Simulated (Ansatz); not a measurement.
`[NH2][Nb]([OH])(=[S])[Cl]` + `[NH2][Y]([F])[F]` → `[OH][Nb]([F])(=[S])[Cl]` + `[NH2][Y]([NH2])[F]`  (redistribution)

Gas-phase electronic energies from Ansatz, PBE0-D4/def2-TZVP geometries. CBS: MP2 limit from def2 TZ/QZ plus the TZ coupled-cluster correction, frozen cores. Functionals use def2-TZVPP. B3LYP here is the variant with VWN-RPA as its local correlation; programs differ in this. HSE06 is defined as in plane-wave codes. def2 core potentials past Kr. For Nb, Y outer-core shells are correlated without core-valence functions, which leaves a few kJ/mol of doubt a bond. Each species was taken in one conformer, which may not be the lowest.

`[NH2][Nb]([OH])(=[S])[Cl]`:

```xyz
8

N     0.299    0.880    1.163
Nb   -0.385   -0.110   -0.365
O     1.032   -1.025   -1.194
S    -1.852   -1.453    0.414
Cl   -1.331    1.345   -1.877
H     1.123    1.465    1.108
H    -0.066    0.857    2.103
H     1.178   -1.959   -1.352
```

`[NH2][Y]([F])[F]`:

Z-matrix (Å, degrees):
```
Y
F 1 2.006
F 1 2.006 2 124.0
N 1 2.133 2 118.0 3 179.9
H 1 2.859 2 101.5 3 179.9
H 1 2.859 2 134.5 3 179.8
```

`[OH][Nb]([F])(=[S])[Cl]`:

```xyz
6

O     1.173   -0.808    0.432
Nb   -0.409    0.048   -0.056
F    -1.758   -0.391    1.137
S    -0.078    2.151    0.014
Cl   -0.967   -0.535   -2.189
H     2.039   -0.464    0.662
```

`[NH2][Y]([NH2])[F]`:

Cartesian coordinates in Å:
```
N 0.038 -1.267 1.384
Y -0.720 0.045 -0.135
N 0.685 1.224 -1.247
F -2.694 0.162 -0.509
H -0.494 -1.884 1.987
H 1.010 -1.394 1.643
H 0.485 1.882 -1.991
H 1.692 1.232 -1.132
```

**Question.** Is it downhill or uphill in electronic energy at CCSD(T)/CBS, and by how much? (Estimate.)

**Answer.** Ansatz gave: Uphill: ΔE = +70.2 kJ/mol.

**Question.** What do these levels give: r2SCAN-D4, PBE0-D4, ωB97M-V, PBE, B3LYP, HSE06, LC-ωPBE, MP2/def2-SVP, CCSD(T)/def2-SVP, HF/def2-TZVPP, MP2/def2-QZVPP, MP2/CBS(def2)? (An estimate is asked.)

**Answer.** Ansatz gave: r2SCAN-D4 61.0, PBE0-D4 65.4, ωB97M-V 63.7, PBE 59.4, B3LYP 61.6, HSE06 62.8, LC-ωPBE 64.8, MP2/def2-SVP 81.5, CCSD(T)/def2-SVP 79.0, HF/def2-TZVPP 64.2, MP2/def2-QZVPP 72.8, MP2/CBS(def2) 74.9 kJ/mol.

Largest T1 diagnostic among the species: 0.023, so the coupled-cluster value is less sure than usual.

From BLYP to BHLYP (50 % exact exchange), in def2-TZVPP and without D4, ΔE moves by +6.6 kJ/mol. The D4 term adds +4.4 kJ/mol with B3LYP and +2.4 kJ/mol with PBE0; it sums over pairs of atoms, weighted by their polarisabilities, and B3LYP, whose exchange is more repulsive, gets the larger term.
